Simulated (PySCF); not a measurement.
GeF2ClBr, SMILES [F][Ge]([F])([Cl])[Br].

Geometry: PBE0-D3(BJ)/def2-SVP. This is a generated structure with no PubChem entry under its InChIKey; it may be hypothetical.

All values below come from PySCF with PBE/def2-TZVP.

The molecule is in vacuum.

Computed frontier levels, gap, dipole moment and polarisability:
```json
{
 "highest_occupied_level": "-8.19 eV",
 "lowest_empty_level": "-3.20 eV",
 "orbital_gap": "4.99 eV",
 "dipole_moment": "1.39 D",
 "quadrupole, principal values (traceless, Buckingham form, about the centre of nuclear charge)": "-2.88, -1.53, 4.41 D·Å",
 "mean_static_polarisability": "58.1 bohr³ (8.61 Å³)",
 "polarisability_principal_values": "45.9, 54.0, 74.3 bohr³"
}
```
